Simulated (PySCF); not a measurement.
Ionisation energy of N²⁺ by level of theory

N²⁺ [He] 2s2 2p1 (2P) → N³⁺ [He] 2s2 (1S), as a difference of total energies. All numbers are calculated (PySCF 2.14, no relativity, point nucleus, in dyall-acv3z). Correlated levels: valence: 1s2 frozen; virtual orbitals above 40 to 60 times the deepest correlated orbital energy dropped. The calculations carry no spin-orbit coupling.

| method | ionisation energy (eV) |
| --- | --- |
| UHF | 47.299 |
| MP2 (valence) | 47.489 |
| SCS-MP2 (valence) | 47.434 |
| CCSD (valence) | 47.242 |
| CCSD(T) (valence) | 47.271 |

A first-order spin-orbit estimate (lowest level to lowest level, LS coupling) adds 0.014 eV.

Errors of the correlated levels include the incompleteness of this basis and the frozen core.

The coupled-cluster amplitudes are large for N³⁺ (T1 above 0.03 or a double amplitude above 0.15), so a single reference is strained.

Question: Which method comes closest to the reference value, and which is furthest?

Answer: The reference is 47.445 eV (semi-empirical (NIST evaluation); NIST Atomic Spectra Database, ionization energies). Closest: SCS-MP2 (valence) (error 0.004 eV); furthest: CCSD (valence) (error -0.189 eV), both after the spin-orbit estimate.
